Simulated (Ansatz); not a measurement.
Consider the atomization: `[SeH]C1CCS1` → 3 C• + 6 H• + S• + Se•.

Isolated molecules relaxed with PBE0-D4/def2-TZVP in Ansatz; ΔE leaves out vibrations. CBS: MP2 limit from def2 TZ/QZ plus the TZ coupled-cluster correction, frozen cores. This one scheme is used for every species, atoms too. For atomizations the MP2-based limit and the directly extrapolated one differ by several kJ/mol either way, and by 10 to 25 for some Ge, Se and Sn compounds, so smaller differences from it don't rank the levels. DFT in def2-TZVPP. HSE06 is defined as in plane-wave codes. Open shells (•) are unrestricted, without spin–orbit coupling. Spin–orbit coupling would lower the free atoms: a little for C, S; clearly for Se. For Se outer-core shells are correlated without core-valence functions, so the limit isn't a true one: a few kJ/mol of doubt a bond, and 10 to 20 or more in all where bonds break to atoms. Scalar relativity is left out up to krypton. Each species was taken in one conformer, which may not be the lowest.

CCSD(T)/CBS gives +4022.7 kJ/mol.

Problem. Another level gave +4038.2 kJ/mol. Which?
A. SCS-MP2/def2-TZVPP
B. HSE06-D4/def2-TZVPP
C. revPBE-D4/def2-TZVPP
D. BHLYP/def2-TZVPP

Solution. C. revPBE-D4 4038.2, BHLYP 3847.9, HSE06-D4 4065.9, SCS-MP2/def2-TZVPP 3952.1 kJ/mol.

Largest T1 diagnostic among the species: 0.010.

At CCSD(T), def2-SVP lies −228.7 kJ/mol from the extrapolated value and def2-TZVPP −107.5 kJ/mol: correlation converges slowly with the basis, and small sets miss more of it in the bonded molecule than in its fragments. From BLYP to BHLYP (50 % exact exchange), in def2-TZVPP and without D4, ΔE moves by −82.1 kJ/mol: exact exchange takes away binding that semilocal exchange gives to molecules.
